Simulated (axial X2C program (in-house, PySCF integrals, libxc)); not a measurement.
**Working with the constants of RbW**

A bond curve at the BLYP level, 2c, was computed with an in-house all-electron X2C program for linear molecules (integrals from PySCF) (basis W dyall-v2z [11s12p9d6f], Rb dyall-v2z [10s11p6d] (cores contracted in-house)) for the state Ω = 5/2 (⟨Sz⟩ = 2.44, ⟨Lz⟩ = 0.06 at BLYP). Its fit gives Re = 3.3674 Å, ωe = 81.2 cm⁻¹, ωexe = 0.175 cm⁻¹ and αe = 9.254e-05 cm⁻¹; the masses are 183.9509 and 84.9118 u. Two-component means X2C with spin–orbit coupling and atomic mean-field Coulomb and Gaunt terms.

(1) Find the reduced mass, Be and the force constant.

(2) Where do the fundamental and the first overtone lie?

(3) Estimate the centrifugal constant by the Kratzer relation.

(4) The dipole moment p changes by 0.93 D/Å at Re. What harmonic infrared intensity follows?

(5) A Morse curve ties αe to the other constants (Pekeris). How well does that hold?

The state is a single determinant with fixed occupations, the lowest that a limited PBE0 search found. Density functionals use the spin component along the axis (collinear). With several unpaired electrons one determinant need not be a pure state. At some level and bond length an empty orbital lies below a filled one. This is the top spin component of a Σ state; components of lower Ω are not single determinants and can lie lower.

Results:

(1) From the BLYP values: μ = 58.0951 u. Be = 16.8576/(μ Re²) = 0.02559 cm⁻¹. k = 5.8918×10⁻⁷ μ ωe² = 0.226 mdyn/Å.

(2) ν(1←0) = ωe − 2ωexe = 80.9 cm⁻¹; ν(2←0) = 2ωe − 6ωexe = 161.3 cm⁻¹.

(3) D = 4Be³/ωe² = 1.02e-08 cm⁻¹.

(4) I = 42.256 × (dp/dR)²/μ = 0.63 km/mol.

(5) αe(Morse) = 6Be²/ωe × (√(ωexe/Be) − 1) = 7.815e-05 cm⁻¹; the BLYP curve gives 9.254e-05 cm⁻¹, a ratio of 0.84.
